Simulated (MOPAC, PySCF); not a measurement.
C₂H₄O₂, SMILES `C=C(O)O` (O–C–O–H torsion -42°, O–C–O–H torsion -42°), neutral singlet in the gas phase. 

Cartesian coordinates (Å):
SMILES: C=C(O)O
```xyz
8

C      1.1988    -0.3432     0.0540
C     -0.0734     0.0216    -0.0057
O     -0.9086    -0.3678    -1.0136
O     -0.6599     0.8186     0.9356
H      1.8469     0.0832     0.8023
H      1.5852    -1.0662    -0.6459
H     -1.7640    -0.6128    -0.6354
H     -1.2196     1.4696     0.4911
```
Charge 0, multiplicity 1.

All levels are single points at this geometry (B3LYP-D3(BJ)/def2-TZVP); Pople sets use spherical d functions. Orbital energies aren't observables, and empty levels follow the basis.

B3LYP-D3(BJ)/def2-TZVP in PySCF gives dipole (D) = 1.90.

Task: Estimate the dipole (D) from each of these levels: PBE-D3(BJ)/def2-TZVP in PySCF; B3LYP/3-21G in PySCF; B3LYP/6-31G* in PySCF; BP86/6-31G* in PySCF; M06-2X/6-31G* in PySCF; SVWN5/6-31G* in PySCF; HF/3-21G in PySCF; HF/STO-3G in PySCF; AM1 in MOPAC; PM3 in MOPAC; PM6 in MOPAC; PM7 in MOPAC.

Result: 
```csv
level,dipole (D)
PBE-D3(BJ)/def2-TZVP in PySCF,1.96
B3LYP/3-21G in PySCF,2.18
B3LYP/6-31G* in PySCF,1.99
BP86/6-31G* in PySCF,2.08
M06-2X/6-31G* in PySCF,1.97
SVWN5/6-31G* in PySCF,2.12
HF/3-21G in PySCF,2.01
HF/STO-3G in PySCF,1.60
AM1 in MOPAC,1.16
PM3 in MOPAC,1.38
PM6 in MOPAC,1.69
PM7 in MOPAC,1.71
```
